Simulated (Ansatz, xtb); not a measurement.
# Relaxing a trial structure of AlClF2HSi−

The starting geometry of this gas-phase singlet has its atoms placed at random.

```xyz
6

Al    0.6088    1.7504    1.1202
Cl    1.0538   -0.9557    1.0899
F     0.6651    0.2691    1.8760
F    -0.5155    0.5317    0.3054
Si   -0.3523   -0.6339   -1.7854
H    -0.1901    0.6048   -1.3700
```

Task: One run relaxed it with r2SCAN-D4/def2-SVPD. What is a likely outcome?

Result: It ends as a structure with F4 bridging Si5 and Al1, given below by its coordinates. Distances that change by over a tenth: Si5–H6 (1.32 → 1.54 Å). Contacts that open: Cl2–F3 (1.51 → 5.18 Å). Contacts that close: Cl2–Si5 (3.22 → 2.22 Å), F4–Si5 (2.40 → 1.85 Å).

The energy falls by 12.93 eV over 24 steps:

```tsv
step	E − E(last) (eV)
1	12.929
4	3.838
6	1.254
9	0.127
11	0.034
14	0.016
16	0.007
19	0.001
21	0.000
24	0.000
```

Final geometry (Å):

```xyz
6

Al    0.6255    1.7970    1.3173
Cl    1.1835   -1.9166   -0.8523
F     0.0901    1.4477    2.9294
F    -0.3096    0.2545    0.6084
Si   -0.5648   -0.5591   -1.0293
H     0.2451    0.5428   -1.7374
```

From the same start GFN2-xTB ends elsewhere, differing in Al1–Si5 (2.37 against 3.53 Å here), F4–Si5 (3.46 against 1.85 Å here).

From so rough a start the end depends on the optimiser's path, so another program may land elsewhere. The end wasn't checked by frequencies. Run with Ansatz 0.2.0, 93 s on 2 threads of Intel(R) Xeon(R) Platinum 8375C CPU @ 2.90GHz (Ice Lake), with other jobs on the host.
